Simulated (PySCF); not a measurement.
Delta-SCF ions had no search for a lower state. Excitations are Tamm–Dancoff values on a coarser integration grid. The basis has no diffuse functions, so Rydberg states are missing or too high.

Cartesian coordinates (Å):
SMILES: [CH3][GeH3]
```xyz
8

C      1.0355     0.0023    -0.0336
Ge    -0.9161    -0.0019     0.0294
H      1.4324     0.7935     0.6034
H      1.4268    -0.9544     0.3138
H      1.3803     0.1703    -1.0544
H     -1.4722     1.3468    -0.4616
H     -1.4798    -1.1186    -0.8676
H     -1.4065    -0.2375     1.4693
```
Charge 0, multiplicity 1.

Give the total energy, S1 oscillator strength, S1–T1 gap (TDA), HOMO, T1 excitation (TDA), adiabatic ionisation energy (no zero-point term), vertical ionisation energy (Delta-SCF) and dipole moment at the level PBE0-D3(BJ)/def2-TZVP in PySCF.


```json
{
  "total_energy": "-2118.4110 Ha",
  "S1 oscillator strength": "0.125",
  "S1–T1 gap (TDA)": "0.78 eV",
  "HOMO": "-8.93 eV",
  "T1 excitation (TDA)": "7.84 eV",
  "adiabatic ionisation energy (no zero-point term)": "10.09 eV",
  "vertical ionisation energy (Delta-SCF)": "11.19 eV",
  "dipole_moment": "0.73 D"
}
```
